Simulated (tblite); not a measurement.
Species: C5H8FN.
SMILES with atom numbers: `[NH2:1][C@@:2]12[CH2:3][CH2:4][C@@H:5]1[C@@H:6]2[F:7]` (hydrogens: H8, H9 on N1; H10, H11 on C3; H12, H13 on C4; H14 on C5; H15 on C6)

Computed with GFN2-xTB (tblite), gas phase: L-BFGS steps from a force-field or distance-geometry start until the largest atomic force falls under 0.01 eV/Å.

Step 21: E = -609.1085 eV
```
atom  x, y, z in Å  |  force x, y, z in eV/Å
N1      1.3728    0.4098    1.4289   -0.003   0.035  -0.001
C2      0.5118    0.1783    0.3255    0.036  -0.003  -0.005
C3      0.1334   -1.1734   -0.3072    0.008   0.004   0.020
C4     -1.3175   -0.6725   -0.4486   -0.009   0.051  -0.010
C5     -0.9043    0.6894    0.0983    0.024   0.001   0.031
C6      0.2436    1.2426   -0.6901   -0.010  -0.010   0.012
F7      0.3724    0.9748   -2.0246   -0.040   0.013   0.027
H8      1.0480   -0.0752    2.2588    0.003  -0.018  -0.019
H9      2.3215    0.1104    1.2306   -0.007   0.026  -0.030
H10     0.6509   -1.3743   -1.2444   -0.020  -0.035   0.007
H11     0.2474   -2.0269    0.3566   -0.018   0.014   0.055
H12    -1.7266   -0.6691   -1.4569    0.008   0.009  -0.023
H13    -2.0037   -1.1829    0.2246   -0.001  -0.015  -0.056
H14    -1.5298    1.3252    0.7062    0.054  -0.033  -0.038
H15     0.5758    2.2517   -0.4798   -0.024  -0.040   0.030
```

Step 22: E = -609.1092 eV
```
atom  x, y, z in Å  |  force x, y, z in eV/Å
N1      1.3734    0.4116    1.4285   -0.006   0.007   0.003
C2      0.5118    0.1782    0.3257    0.042   0.005  -0.012
C3      0.1340   -1.1732   -0.3069   -0.030  -0.009   0.015
C4     -1.3185   -0.6708   -0.4495    0.025   0.002  -0.010
C5     -0.9041    0.6900    0.0989    0.032  -0.028   0.015
C6      0.2442    1.2421   -0.6893   -0.028  -0.002   0.004
F7      0.3714    0.9739   -2.0236   -0.036   0.020   0.020
H8      1.0477   -0.0759    2.2571    0.020  -0.010  -0.020
H9      2.3222    0.1120    1.2288   -0.021   0.030  -0.020
H10     0.6510   -1.3769   -1.2447   -0.029  -0.024   0.035
H11     0.2467   -2.0259    0.3590   -0.022   0.023   0.040
H12    -1.7249   -0.6700   -1.4598    0.011   0.025   0.006
H13    -2.0058   -1.1822    0.2230    0.014  -0.003  -0.072
H14    -1.5282    1.3241    0.7086    0.037  -0.012  -0.028
H15     0.5746    2.2510   -0.4779   -0.010  -0.024   0.024
```

Step 23: E = -609.1100 eV
```
atom  x, y, z in Å  |  force x, y, z in eV/Å
N1      1.3741    0.4136    1.4282   -0.005  -0.016   0.004
C2      0.5124    0.1780    0.3260    0.033   0.006  -0.016
C3      0.1340   -1.1731   -0.3062   -0.051  -0.021   0.011
C4     -1.3191   -0.6689   -0.4508    0.051  -0.048  -0.010
C5     -0.9034    0.6900    0.1001    0.029  -0.050  -0.002
C6      0.2441    1.2414   -0.6882   -0.031   0.005  -0.005
F7      0.3694    0.9724   -2.0220   -0.029   0.027   0.001
H8      1.0486   -0.0765    2.2555    0.033  -0.005  -0.018
H9      2.3229    0.1143    1.2263   -0.025   0.033  -0.008
H10     0.6507   -1.3797   -1.2442   -0.031  -0.017   0.053
H11     0.2453   -2.0245    0.3621   -0.026   0.026   0.028
H12    -1.7226   -0.6698   -1.4629    0.017   0.042   0.027
H13    -2.0078   -1.1820    0.2195    0.020   0.005  -0.075
H14    -1.5262    1.3231    0.7100    0.012   0.012  -0.006
H15     0.5733    2.2497   -0.4754    0.004   0.000   0.016
```

Question: Estimate the geometry and energy of step 24. (The exact step hangs on the optimiser's Hessian estimate; all steps are aligned on step 23, rigid shifts and turns removed.)

Answer: E = -609.1110 eV, largest force 0.109 eV/Å
```
atom  x, y, z in Å  |  force x, y, z in eV/Å
N1      1.3754    0.4162    1.4276   -0.004  -0.037  -0.001
C2      0.5133    0.1775    0.3267    0.008   0.000  -0.017
C3      0.1333   -1.1733   -0.3047   -0.049  -0.030   0.009
C4     -1.3193   -0.6669   -0.4530    0.065  -0.087  -0.009
C5     -0.9025    0.6891    0.1021    0.011  -0.057  -0.016
C6      0.2434    1.2404   -0.6865   -0.024   0.009  -0.013
F7      0.3659    0.9695   -2.0193   -0.018   0.040  -0.029
H8      1.0518   -0.0770    2.2539    0.041  -0.003  -0.010
H9      2.3237    0.1185    1.2219   -0.016   0.034   0.006
H10     0.6500   -1.3830   -1.2421   -0.025  -0.018   0.060
H11     0.2424   -2.0227    0.3666   -0.028   0.022   0.021
H12    -1.7184   -0.6677   -1.4671    0.022   0.058   0.038
H13    -2.0112   -1.1819    0.2122    0.017   0.006  -0.063
H14    -1.5238    1.3216    0.7117   -0.019   0.037   0.022
H15     0.5716    2.2478   -0.4719    0.019   0.025   0.003
```

The energy changes by -0.0010 eV. The first-order estimate −F·Δx gives -0.0013 eV and the mean of the old and new forces, exact on a quadratic surface, -0.0010 eV. The step makes an angle of 65° with the force vector and moves no atom by more than 0.008 Å.

The cost below is that of the whole relaxation. The run took 0.41 s of wall time on an Intel Xeon at 2.70 GHz with one thread, shared host with 64 logical CPUs at a one-minute load of 49.
